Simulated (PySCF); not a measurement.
## Exercise with solution: chemical shift, span and skew from a shielding tensor

BrSi, SMILES [Si]Br (connectivity only; charge and spin as stated), charge +1, multiplicity 1. Atoms are numbered in the order given.

```xyz
2

Si     0.0000     0.0000    -1.5160
Br     0.0000     0.0000     0.6064
```
Charge +1, spin multiplicity 1.

The structure is a stationary point at B3LYP-D3(BJ)/def2-TZVP. The multiplicity is an assumed one; other spin states were not compared.

GIAO shieldings from PBE0/pcSseg-2 (PySCF), non-relativistic, no solvent. The symmetric part of the tensor of Si1 has the principal values -383.7, -383.7, 876.8 ppm. The same nucleus in TMS has σ = 341.9 ppm at this level (PySCF, at its B3LYP-D3(BJ)/def2-TZVP geometry). Without spin–orbit terms, shifts of atoms bonded to Cl or Br come out too high.

Task: Work out the isotropic shielding, the ²⁹Si shift against TMS, the span and the skew.

Result: 
σ(iso) = (σ11 + σ22 + σ33)/3 = 36.5 ppm. δ = σ(ref) − σ(iso) = 341.9 − (36.5) = 305.4 ppm.
Span Ω = σ33 − σ11 = 1260.5 ppm. Skew κ = 3(σ(iso) − σ22)/Ω = 1.00, an axial tensor. Tumbling in solution averages the tensor to δ; in a static solid the shielding alone would spread this spin-1/2 line over Ω.
